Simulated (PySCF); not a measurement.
WH₃, SMILES [WH3] (connectivity only; charge and spin as stated), neutral, multiplicity 4.

Geometry: PBE-D3(BJ)/def2-TZVPD. The spin state was assumed, not searched. The def2 effective core potentials stand for the cores of W; spin–orbit coupling is left out.

All values below come from PySCF 2.14.0 with PBE-D3(BJ)/def2-TZVPD.

Frequencies are harmonic and unscaled.

Modes within 1.5 cm⁻¹ of each other (mostly degenerate sets) share a row, with their intensities summed.

```json
[
 {"mode": "1", "ν (cm⁻¹)": "398", "IR (km/mol)": "103.6", "moving atoms (share of kinetic energy)": "H 99 %"},
 {"mode": "2–3", "ν (cm⁻¹)": "700", "IR (km/mol)": "58.0", "moving atoms (share of kinetic energy)": "H 99 %"},
 {"mode": "4–5", "ν (cm⁻¹)": "1918", "IR (km/mol)": "324.8", "moving atoms (share of kinetic energy)": "H 99 %"},
 {"mode": "6", "ν (cm⁻¹)": "1939", "IR (km/mol)": "14.2", "moving atoms (share of kinetic energy)": "H 100 %"}
]
```
